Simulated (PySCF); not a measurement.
Molfile (atoms numbered from 1):
```
C5H18Si4
     RDKit          3D

 27 27  0  0  0  0  0  0  0  0999 V2000
   -3.3442    0.6996   -0.6819 C   0  0  0  0  0  0  0  0  0  0  0  0
   -2.1298    1.0198    0.1598 C   0  0  1  0  0  0  0  0  0  0  0  0
   -1.6971    0.0320    1.2638 C   0  0  0  0  0  0  0  0  0  0  0  0
   -0.2206    0.3055    0.8859 C   0  0  1  0  0  0  0  0  0  0  0  0
    1.0509   -1.0952    0.8309 Si  0  0  1  0  0  4  0  0  0  0  0  0
    0.1352   -2.9968   -0.1952 Si  0  0  0  0  0  4  0  0  0  0  0  0
    2.8699   -0.3524   -0.4545 Si  0  0  0  0  0  4  0  0  0  0  0  0
    3.4520    1.8109    0.2361 Si  0  0  0  0  0  4  0  0  0  0  0  0
   -0.7255    0.8739   -0.4629 C   0  0  0  0  0  0  0  0  0  0  0  0
   -3.2593   -0.3051   -1.1277 H   0  0  0  0  0  0  0  0  0  0  0  0
   -4.2670    0.7228   -0.0807 H   0  0  0  0  0  0  0  0  0  0  0  0
   -3.4635    1.4221   -1.5049 H   0  0  0  0  0  0  0  0  0  0  0  0
   -2.2283    2.0286    0.5962 H   0  0  0  0  0  0  0  0  0  0  0  0
   -2.0056   -0.9983    1.0161 H   0  0  0  0  0  0  0  0  0  0  0  0
   -2.0049    0.2409    2.2995 H   0  0  0  0  0  0  0  0  0  0  0  0
    0.1847    1.1214    1.5089 H   0  0  0  0  0  0  0  0  0  0  0  0
    1.5399   -1.4597    2.2013 H   0  0  0  0  0  0  0  0  0  0  0  0
   -0.9870   -3.5863    0.6019 H   0  0  0  0  0  0  0  0  0  0  0  0
   -0.3983   -2.6309   -1.5458 H   0  0  0  0  0  0  0  0  0  0  0  0
    1.1881   -4.0443   -0.3745 H   0  0  0  0  0  0  0  0  0  0  0  0
    4.0456   -1.2699   -0.3194 H   0  0  0  0  0  0  0  0  0  0  0  0
    2.4743   -0.3072   -1.8998 H   0  0  0  0  0  0  0  0  0  0  0  0
    2.2821    2.7233    0.0347 H   0  0  0  0  0  0  0  0  0  0  0  0
    4.6173    2.3593   -0.5246 H   0  0  0  0  0  0  0  0  0  0  0  0
    3.7921    1.8045    1.6934 H   0  0  0  0  0  0  0  0  0  0  0  0
   -0.2304    1.7764   -0.8532 H   0  0  0  0  0  0  0  0  0  0  0  0
   -0.7237    0.1105   -1.2603 H   0  0  0  0  0  0  0  0  0  0  0  0
  1  2  1  0
  2  3  1  0
  3  4  1  0
  4  5  1  0
  5  6  1  0
  5  7  1  0
  7  8  1  0
  4  9  1  0
  9  2  1  0
  1 10  1  0
  1 11  1  0
  1 12  1  0
  2 13  1  1
  3 14  1  0
  3 15  1  0
  4 16  1  1
  5 17  1  1
  6 18  1  0
  6 19  1  0
  6 20  1  0
  7 21  1  0
  7 22  1  0
  8 23  1  0
  8 24  1  0
  8 25  1  0
  9 26  1  0
  9 27  1  0
M  END
```

Geometry: PBE0-D3(BJ)/def2-SVP; GIAO shifts from PySCF 2.14.0 with density-fitted response routines, gas phase, non-relativistic, averaged over equivalent atoms.

At PBE0/pcSseg-1 (271 basis functions, 3.1 min wall time on 1 thread of an Arm Neoverse N1, shared host):
| atoms | δ (ppm) |
| --- | --- |
| C3 | 37.1 |
| C2 | 34.4 |
| C9 | 33.9 |
| C1 | 23.0 |
| C4 | 13.0 |
| Si5 | -69.7 |
| Si8 | -105.5 |
| Si6 | -110.5 |
| Si7 | -117.9 |
| H17 | 3.98 |
| H18/H19/H20 | 3.63 |
| H23/H24/H25 | 3.62 |
| H22 | 3.34 |
| H21 | 3.31 |
| H13 | 2.37 |
| H15 | 2.13 |
| H26 | 1.98 |
| H16 | 1.77 |
| H14 | 1.38 |
| H27 | 1.29 |
| H10/H11/H12 | 1.00 |

References, each an isolated molecule treated in the same way: TMS for 13C (σref 184.41), 29Si (σref 351.99), 1H (σref 31.27).

Estimate the result of repeating the calculation with CAM-B3LYP/pcSseg-1.

Results:


```json
{"atoms": "C3", "δ at CAM-B3LYP/pcSseg-1": "36.3", "change": "-0.8"}
{"atoms": "C2", "δ at CAM-B3LYP/pcSseg-1": "34.1", "change": "-0.3"}
{"atoms": "C9", "δ at CAM-B3LYP/pcSseg-1": "33.4", "change": "-0.5"}
{"atoms": "C1", "δ at CAM-B3LYP/pcSseg-1": "22.9", "change": "-0.1"}
{"atoms": "C4", "δ at CAM-B3LYP/pcSseg-1": "12.4", "change": "-0.6"}
{"atoms": "Si5", "δ at CAM-B3LYP/pcSseg-1": "-67.0", "change": "+2.7"}
{"atoms": "Si8", "δ at CAM-B3LYP/pcSseg-1": "-106.2", "change": "-0.7"}
{"atoms": "Si6", "δ at CAM-B3LYP/pcSseg-1": "-110.4", "change": "+0.1"}
{"atoms": "Si7", "δ at CAM-B3LYP/pcSseg-1": "-115.7", "change": "+2.2"}
{"atoms": "H17", "δ at CAM-B3LYP/pcSseg-1": "3.82", "change": "-0.16"}
{"atoms": "H18/H19/H20", "δ at CAM-B3LYP/pcSseg-1": "3.52", "change": "-0.11"}
{"atoms": "H23/H24/H25", "δ at CAM-B3LYP/pcSseg-1": "3.52", "change": "-0.10"}
{"atoms": "H22", "δ at CAM-B3LYP/pcSseg-1": "3.20", "change": "-0.14"}
{"atoms": "H21", "δ at CAM-B3LYP/pcSseg-1": "3.18", "change": "-0.13"}
{"atoms": "H13", "δ at CAM-B3LYP/pcSseg-1": "2.31", "change": "-0.06"}
{"atoms": "H15", "δ at CAM-B3LYP/pcSseg-1": "2.07", "change": "-0.06"}
{"atoms": "H26", "δ at CAM-B3LYP/pcSseg-1": "1.94", "change": "-0.04"}
{"atoms": "H16", "δ at CAM-B3LYP/pcSseg-1": "1.63", "change": "-0.14"}
{"atoms": "H14", "δ at CAM-B3LYP/pcSseg-1": "1.31", "change": "-0.07"}
{"atoms": "H27", "δ at CAM-B3LYP/pcSseg-1": "1.22", "change": "-0.07"}
{"atoms": "H10/H11/H12", "δ at CAM-B3LYP/pcSseg-1": "1.01", "change": "+0.01"}
```

Shifts are taken against calculated references (same method and geometry level): 13C (σ = 182.45 ppm) and 29Si (σ = 343.41 ppm) and 1H (σ = 31.33 ppm) against TMS.

The largest change is at Si5 (silicon bonded to C, 2 Si, H). Cost: 271 basis functions, 3.3 min wall time on 1 thread of an Arm Neoverse N1, shared host. The order of the carbon signals is the same at both levels.
